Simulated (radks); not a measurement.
Isoelectronic series with 4 electrons, all held in the configuration [He] 2s2, which need not be the ground one along the series. Calculated with a radial shooting solver on a logarithmic mesh with Libxc functionals: Dirac Kohn-Sham, PBEsol, spin-unpolarised, spherical densities, finite nucleus; Fermi nuclear charge, rms radius of each element as measured or else 0.836 A^(1/3) + 0.57 fm. Total energies (hartree) and mean radii <r> (bohr):

ion    E (hartree)    2s1/2    1s1/2
Be       -14.53518    2.615   0.4221
N3+      -50.96577    1.107   0.2294
Ne6+    -109.98970   0.7091   0.1572
Al9+    -191.69011   0.5219   0.1194
S12+    -296.19293   0.4128  0.09622
K15+    -423.66109   0.3411  0.08049
Ti18+   -574.29513   0.2904  0.06912
Mn21+   -748.33468   0.2526  0.06052
Ni24+   -946.06026   0.2233  0.05377
Ga27+  -1167.79462   0.1999  0.04833
Se30+  -1413.90758   0.1807  0.04384
Rb33+  -1684.81769   0.1647  0.04008
Zr36+  -1980.99497   0.1512  0.03688
Tc39+  -2302.96440   0.1395  0.03412
Pd42+  -2651.31557   0.1294  0.03170
In45+  -3026.70503   0.1205  0.02958
Te48+  -3429.85706   0.1126  0.02769
Cs51+   -3861.5894   0.1056  0.02600
Ce54+   -4322.7968  0.09924  0.02447
Pm57+   -4814.4775  0.09349  0.02309
Gd60+   -5337.7126  0.08825  0.02182
